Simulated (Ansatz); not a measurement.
Gas-phase electronic energies from Ansatz, PBE0-D4/def2-TZVP geometries. CCSD(T)/CBS adds triple-zeta CCSD(T) − MP2 to the extrapolated MP2 energy (def2 sets, frozen cores). Functionals use def2-TZVPP. B3LYP here is the variant with VWN-RPA as its local correlation; programs differ in this. For Ga, Se outer-core shells are correlated without core-valence functions, which leaves a few kJ/mol of doubt a bond. Scalar relativity is left out up to krypton. One conformer a species, not always the lowest.

Reaction (cleavage of the Si–Si bond): `C[SiH2][SiH2][SeH]` + `[SH][GaH2]` → `C[SiH2][S][GaH2]` + `[SiH3][SeH]`

```
             level  ΔE (kcal/mol)  difference from CCSD(T)/CBS
           ωB97M-V          -14.9                         -0.1
            r2SCAN          -13.5                          1.3
             B3LYP          -13.2                          1.6
SCS-MP2/def2-TZVPP          -16.1                         -1.3
   CCSD/def2-TZVPP          -14.2                          0.6
CCSD(T)/def2-TZVPP          -14.1                          0.7
     HF/def2-QZVPP          -16.5                         -1.7
    MP2/def2-QZVPP          -16.8                         -2.0
SCS-MP2/def2-QZVPP          -16.5                         -1.7
     MP2/CBS(def2)          -17.0                         -2.2
       CCSD(T)/CBS          -14.8                            0
```

Largest T1 diagnostic among the species: 0.013.

From PBE to PBE0 (25 % exact exchange), in def2-TZVPP and without D4, ΔE moves by −1.2 kcal/mol.
